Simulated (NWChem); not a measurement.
Species: PbClF, singlet; SMILES [F][Pb][Cl]

```xyz
3

Pb    -0.2348     0.3275     0.0000
F      1.7063     1.0021     0.0000
Cl     0.2293    -2.1102     0.0000
```
Atoms are numbered in this order, from 1.

Low-valent species are run as closed-shell singlets; no triplet was tried in these runs. Structure relaxed at the PBE0/def2-SVP level. B3LYP is NWChem's, with the RPA form of VWN correlation. def2 effective core potentials on Pb; no spin-orbit coupling.

Symmetry labels are those of Cs in the frame above (b1 and b2, or b-type labels, depend on it).

Question: List the 6 lowest vertical singlet excitations from B3LYP/def2-SVP with def2 effective core potentials on Pb, full TDDFT (NWChem).

Answer: 
```csv
state,energy (eV),oscillator strength,symmetry,leading excitation (squared amplitude)
S1,3.79,0.006,a",HOMO → LUMO (0.96)
S2,4.10,0.013,a",HOMO−2 → LUMO (0.95)
S3,4.44,0.018,a',HOMO−1 → LUMO (0.93)
S4,5.26,0.009,a",HOMO−3 → LUMO (0.98)
S5,5.59,0.005,a",HOMO−5 → LUMO (0.99)
S6,5.66,0.000,a',HOMO−4 → LUMO (0.85)
```
